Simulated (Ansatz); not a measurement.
The free La atom, lowest solution found in each spin (singlets restricted, other states unrestricted); no spin–orbit coupling, and no relativity up to Kr.

```csv
level,energy of multiplicity 4 less that of multiplicity 2 (kcal/mol),cost
wB97X-V/def2-TZVPP,5.98,×2
wB97M-V/def2-TZVPP,9.08,×2
CCSD/def2-TZVPP,5.01,-
CCSD/def2-QZVPP,4.41,-
CCSD(T)/def2-TZVPP,7.78,×1
CCSD(T)/def2-QZVPP,7.30,×3
"CCSD(T)/CBS(def2-TZVPP, def2-QZVPP)",7.09,×4
```

The rows run from 4.41 (CCSD/def2-QZVPP) to 9.08 kcal/mol (wB97M-V/def2-TZVPP). From def2-TZVPP to def2-QZVPP CCSD(T) changes by -0.47.

Correlated levels freeze the inner cores; with def2 sets outer-core shells near the valence are correlated too. CBS(a, b) extrapolates the correlation energy as X⁻³ and adds the Hartree–Fock energy of set b.

Doubts at one or more of the structures used: a spin-contaminated determinant (wB97X-V/def2-TZVPP).

Programs: Ansatz (Gaussian basis) for Hartree–Fock, density functionals and correlated methods. Values without a source in brackets are computed. In def2 rows elements past Kr take small-core potentials, without spin–orbit coupling.

Costs are rough ratios of core time to CCSD(T)/def2-TZVPP (about 70 s over the structures, on one shared machine); a dash marks a level with no comparable run of its own.

Ansatz is an electronic-structure program.
